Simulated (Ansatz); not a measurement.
```yaml
crystal:
  periodic: [false, false, false]
  atoms:
    - {symbol: C, position_ang: [-0.941394, 1.271493, 0.581992]}
    - {symbol: O, position_ang: [-0.760549, 0.075631, 1.348458]}
    - {symbol: Si, position_ang: [0.548922, -0.919879, 1.148863]}
    - {symbol: Si, position_ang: [0.733391, -1.152860, -1.180799]}
    - {symbol: Al, position_ang: [-0.472011, 0.966777, -1.332120]}
    - {symbol: H, position_ang: [-0.353257, 2.090972, 1.023095]}
    - {symbol: H, position_ang: [-1.988591, 1.573367, 0.701027]}
    - {symbol: H, position_ang: [0.252554, -2.134851, 1.947366]}
    - {symbol: H, position_ang: [1.788761, -0.276943, 1.683655]}
    - {symbol: H, position_ang: [2.128325, -1.181783, -1.697743]}
    - {symbol: H, position_ang: [-0.014079, -2.338725, -1.685600]}
    - {symbol: H, position_ang: [-0.845071, 1.971500, -2.504095]}
basis:
  gaussian: {orbitals: x2c-TZVPPall, final_grid: {core_spheres: 1, valence_spheres: 1, degree: 5}}
total_charge: 1
magnetization: {spin_polarized: true, initial_magnetization: 1}
hamiltonian: {xc: {name: wB97M-V}}
output: {forces: true}
```

```sh
$ ansatz run in.yaml --threads 4 --pin off --events-out ev --progress --plain --max-ram 10444MiB
```

Shortened log:

```
Functional definition: wB97M-V
  name "wB97M-V"
  cite "Mardirossian & Head-Gordon, J. Chem. Phys. 144, 214110 (2016) doi:10.1063/1.4952647"
  cite "Becke, J. Chem. Phys. 107, 8554 (1997) doi:10.1063/1.475007"
  cite "Vydrov & Van Voorhis, J. Chem. Phys. 133, 244103 (2010) doi:10.1063/1.3521275"
  # Of w^i u^j: cxij and so on, Table III.
  parameter omega = 0.3/bohr
  parameter cx = 0.15
  parameter cx01 = 1.007
  parameter cx10 = 0.259
  parameter css00 = 0.443
  parameter css04 = -1.437
  parameter css10 = -4.535
  parameter css20 = -3.390
  parameter css43 = 4.278
  parameter cos00 = 1.000
  parameter cos10 = 1.358
  parameter cos20 = 2.924
  parameter cos21 = -8.812
  parameter cos60 = -1.390
  parameter cos61 = 9.142
  parameter b = 6.0
  parameter c = 0.01
  gx(w, u) = 1 - cx + cx01*u + cx10*w
  gss(w, u) = css00 + css04*u^4 + css10*w + css20*w^2 + css43*w^4*u^3
  gos(w, u) = cos00 + cos10*w + (cos20 + cos21*u)*w^2 + (cos60 + cos61*u)*w^6
  exchange = spin_sum(e_x_unif_sr(omega)*gx(b97_w, b97_u_x)) + cx*exact_x_sr(omega) + exact_x_lr(omega)
  correlation = spin_sum(e_c_pw_mod_same_spin*gss(b97_w, b97_u_same))
      + integral(e_c_pw_mod_opposite_spin*gos(b97_w_opposite, b97_u_opposite)) + vv10(b, c)
1615 factors; their error is unknown
380 factors; integrals over basis functions are off by at most 1.2e-5 eV
mean field evaluation 1: about -25575.0528 eV, gradient 5.3e1 eV
mean field evaluation 2: about -25519.2720 eV, gradient 1.1e2 eV
mean field evaluation 4: about -25586.7850 eV, gradient 7.2e0 eV
mean field evaluation 8: about -25587.1394 eV, gradient 4.3e-1 eV
mean field evaluation 16: about -25555.7193 eV, gradient 1.8e0 eV
mean field evaluation 32: about -25555.5102 eV, gradient 1.4e0 eV
mean field -25555.78772071 eV, -939.1578764010 hartree, gradient 3.6e-5 eV, S^2 0.761386; 4 other end points of the search recorded, 0 dependent functions left out
the calculation of the forces begins
reference -25555.78808404 eV, -939.1578897530 hartree; 31, 30 occupied and 255, 256 virtual orbitals, 1615 factors
Total energy: -25555.78808404 eV, -939.1578897530 hartree
Relativity: scalar
Atom 0 at    -0.941394     1.271493     0.581992 Å, force     0.114332    -0.188427     4.903212 eV/Å
Atom 1 at    -0.760549     0.075631     1.348458 Å, force     5.346596    -0.811938    -5.552127 eV/Å
Atom 2 at     0.548922    -0.919879     1.148863 Å, force    -4.463478     3.737329     2.976698 eV/Å
Atom 3 at     0.733391    -1.152860    -1.180799 Å, force     0.137779    -0.957316    -0.147936 eV/Å
Atom 4 at    -0.472011     0.966777    -1.332120 Å, force    -0.046614     0.739876    -0.083515 eV/Å
Atom 5 at    -0.353257     2.090972     1.023095 Å, force    -1.634807    -3.233568    -1.777948 eV/Å
Atom 6 at    -1.988591     1.573367     0.701027 Å, force     2.262543    -1.014660    -0.490954 eV/Å
Atom 7 at     0.252554    -2.134851     1.947366 Å, force     0.031080     1.436082    -0.793745 eV/Å
Atom 8 at     1.788761    -0.276943     1.683655 Å, force    -1.102829    -0.377673    -1.101162 eV/Å
Atom 9 at     2.128325    -1.181783    -1.697743 Å, force    -1.164069    -0.133388     0.702226 eV/Å
Atom 10 at    -0.014079    -2.338725    -1.685600 Å, force     0.598735     1.169916     0.461826 eV/Å
Atom 11 at    -0.845071     1.971500    -2.504095 Å, force    -0.079267    -0.366234     0.903426 eV/Å
Dipole moment:     0.035328     0.264860    -0.281067 e Å
```

In this input the integration grid is far too coarse. Self-consistency was reached. The result belongs to that input, not to the molecule as meant.
